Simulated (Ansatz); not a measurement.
H5FN2Si (SMILES N[SiH](N)F), singlet, geometry from GFN2-xTB, atoms displaced at random by about 0.03 Å a coordinate; R2SCAN/6-31G, gradient run with Ansatz (a program for electronic structure).

The Ansatz input:
Ansatz 0.2 input:
```yaml
crystal:
  periodic: [false, false, false]
  atoms:
    - {symbol: Si, position_ang: [0.13963825, 0.26313080, -0.22697783]}
    - {symbol: N, position_ang: [1.25496383, -0.89450640, 0.34861279]}
    - {symbol: N, position_ang: [-1.06148804, -0.60745106, -1.11748324]}
    - {symbol: F, position_ang: [-0.46362336, 0.90873280, 1.11502497]}
    - {symbol: H, position_ang: [0.57198092, 1.38944602, -1.03204132]}
    - {symbol: H, position_ang: [1.84628403, -0.60021109, 1.09333939]}
    - {symbol: H, position_ang: [1.68719513, -1.43037819, -0.32499341]}
    - {symbol: H, position_ang: [-1.29568979, -1.50849932, -0.74359669]}
    - {symbol: H, position_ang: [-1.78928607, -0.14754558, -1.52928370]}
basis:
  gaussian:
    orbitals: 6-31G
hamiltonian:
  xc: r2scan
output: {forces: true}
```

Output, abridged:

```
Functional definition: r2SCAN
639 factors; integrals over basis functions are off by at most 2.5e-4 eV
mean field evaluation 1: about -13639.3457 eV, gradient 8.0e1 eV
mean field evaluation 2: about -13619.1972 eV, gradient 1.2e2 eV
mean field evaluation 4: about -13651.6744 eV, gradient 8.1e0 eV
mean field evaluation 8: about -13651.7657 eV, gradient 9.6e-2 eV
mean field -13651.76570044 eV, -501.6931359922 hartree, gradient 3.8e-5 eV, S^2 0.000000; 0 other end points of the search recorded, 0 dependent functions left out
the calculation of the forces begins
reference -13651.76570985 eV, -501.6931363379 hartree; 21, 21 occupied and 29, 29 virtual orbitals, 639 factors
Total energy: -13651.76570985 eV, -501.6931363379 hartree
Atom 0 at     0.139638     0.263131    -0.226978 Å, force    -0.351334    -0.954312    -2.219587 eV/Å
Atom 1 at     1.254964    -0.894506     0.348613 Å, force    -0.377483     1.159242     0.917518 eV/Å
Atom 2 at    -1.061488    -0.607451    -1.117483 Å, force     2.185467    -1.168833     1.505986 eV/Å
Atom 3 at    -0.463623     0.908733     1.115025 Å, force    -1.076016     1.542099     2.862012 eV/Å
Atom 4 at     0.571981     1.389446    -1.032041 Å, force     0.341033     0.786778    -0.553918 eV/Å
Atom 5 at     1.846284    -0.600211     1.093339 Å, force     0.497202    -0.257116     0.782203 eV/Å
Atom 6 at     1.687195    -1.430378    -0.324993 Å, force     1.289218    -1.915218    -1.474472 eV/Å
Atom 7 at    -1.295690    -1.508499    -0.743597 Å, force    -0.193375    -0.490778    -0.099760 eV/Å
Atom 8 at    -1.789286    -0.147546    -1.529284 Å, force    -2.314713     1.298138    -1.719983 eV/Å
Dipole moment:     0.223088    -0.177808    -0.303792 e Å
```
